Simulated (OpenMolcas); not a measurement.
# Si2+: effect of the active space

```yaml
Program: OpenMolcas
Method: CASSCF or its RAS form
Basis: ANO-RCC-VTZP
Scalar_Hamiltonian: DKH2, point nucleus
Spin-orbit_coupling: RASSI with atomic mean-field integrals over the reference wave functions, term energies averaged over their components
```

A. 2 electrons in 4 orbitals (3s 3p); 2S+1 = 3 even, 3 roots; 2S+1 = 1 even, 7 roots; 2S+1 = 3 odd, 3 roots; 2S+1 = 1 odd, 3 roots; cost roughly 8 core-seconds
B. 2 electrons in 8 orbitals (3s 3p 4s 4p); 2S+1 = 3 even, 3 roots; 2S+1 = 1 even, 7 roots; 2S+1 = 3 odd, 3 roots; 2S+1 = 1 odd, 3 roots; cost of the order of 11 core-seconds
C. 2 electrons in 9 orbitals (RAS2 3s 3p; RAS3 3d, at most 2 electrons); 2S+1 = 3 even, 3 roots; 2S+1 = 1 even, 7 roots; 2S+1 = 3 odd, 3 roots; 2S+1 = 1 odd, 3 roots; cost roughly 12 core-seconds

Energies in cm-1 above 3s2 1S0, the measured ground level; measured values from NIST levels in Kelleher and Podobedova, J. Phys. Chem. Ref. Data 37, 1285 (2008).

```tsv
Level	A	B	C	Measured
3s2 1S0	0.0	0.0	0.0	0.0
3s 3p 3P* 0	51662	52482	50618	52725
3s 3p 3P* 1	51770	52589	50725	52853
3s 3p 3P* 2	51985	52805	50940	53115
3s 3p 1P* 1	92693	93039	83647	82884
```

Deviations, from unrounded energies. A percentage is the sum of absolute deviations over the sum of measured energies, with the sign that they share, or ± where signs differ.

```
           Against measurement  Levels     A     B     C
mean absolute deviation (cm-1)       4  3300  2700  1800
      other configurations (%)       4  ±5.4  ±4.5  ±3.0
```

C lies closest to measurement on these levels and A furthest from it. The largest miss of C in the table is 3s 3p 3P* 2, by -2200 cm-1. The ranking rests on the paired levels alone, and a cruder setting can come out closer through cancelling errors.

Among A to C the level of the table that moves most is 3s 3p 1P* 1, by 9400 cm-1 (lowest in C, highest in B).

The run also gave levels led by 3s 4s, which use shells meant for correlation; these and all levels above them are left out (holds for B). Active for correlation alone: 3d; no level in the range computed is led by a configuration that fills it, so any true level of that kind is missing (holds for C). Measured partners are found by configuration, term and J. A level has none where our copy of the source lacks it or the pairing is in doubt (some pairs that miss far off the trend of their configuration count as doubtful), and it then counts in no deviation. Only configurations of the active space appear. The table leaves out levels that lie high or whose names do not pair safely across all columns.

* marks odd parity.
